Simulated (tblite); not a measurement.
Species: C6H10Si.
Atom-mapped SMILES: `[CH2:1]=[CH:2][C@H:3]1[CH:4]=[C:5]([SiH3:6])[CH2:7]1` (hydrogens: H8, H9 on C1; H10 on C2; H11 on C3; H12 on C4; H13, H14, H15 on Si6; H16, H17 on C7)

Structure optimised with GFN2-xTB, isolated species.

(1) Give the optimised bond lengths and angles.

Answers

(1) 
```tsv
bond	length (bohr)
C1=C2	2.496
C2–C3	2.814
C3–C4	2.852
C4=C5	2.528
C5–Si6	3.533
C5–C7	2.863
C3–C7	2.943
C1–H8	2.035
C1–H9	2.037
C2–H10	2.046
C3–H11	2.065
C4–H12	2.033
Si6–H13, Si6–H14, Si6–H15	2.769
C7–H16	2.057
C7–H17	2.057
```

Bonds in one row agree within 0.02 bohr and their mean is given. A selection of angles:
```tsv
angle	degrees
C2–C1–H8	122.1
C2–C1–H9	121.7
H8–C1–H9	116.2
C1–C2–C3	124.6
C1–C2–H10	120.5
C3–C2–H10	115.0
C2–C3–C4	115.2
C2–C3–C7	115.6
C2–C3–H11	110.6
C4–C3–C7	85.0
C4–C3–H11	114.5
C7–C3–H11	114.0
C3–C4–C5	95.3
C3–C4–H12	130.5
C5–C4–H12	134.1
C4–C5–Si6	136.0
C4–C5–C7	93.0
Si6–C5–C7	131.0
C5–Si6–H13	109.3
H13–Si6–H14	110.4
C5–C7–H16	115.1
C5–C7–H17	115.2
C3–C7–C5	86.6
C3–C7–H16	114.6
C3–C7–H17	114.7
H16–C7–H17	109.3
```

Dihedral angles: C1–C2–C3–C4 129° (anticlinal); C2–C3–C4–C5 116° (anticlinal); C3–C4–C5–Si6 -179° (antiperiplanar); C4–C5–C7–C3 0° (synperiplanar); C2–C3–C7–C5 -115° (anticlinal).

Of the pairs four or more bonds apart, H9···H11 is among the closest relative to their van der Waals radii: 2.43 Å, 101 % of the sum of Bondi's values. The 6 C–C bonds span 1.321 Å (C1=C2, drawn double) to 1.557 Å (C3–C7, drawn single), a spread of 0.236 Å. Si6 (SiH3 silicon) is tetrahedral (angles from 108.8° to 110.4°). The 4-membered ring C3–C4–C5–C7 has internal angles of 85.0° to 95.3°; it is planar, 0.00 Å rms from its mean plane, widest ring torsion 0°.

Point group: C1 (no symmetry element, even within 0.4 Å). Its GFN2-xTB frequencies are all real (lowest 60 cm⁻¹). The numbers are those of one conformer.

All values are computed, not measured.
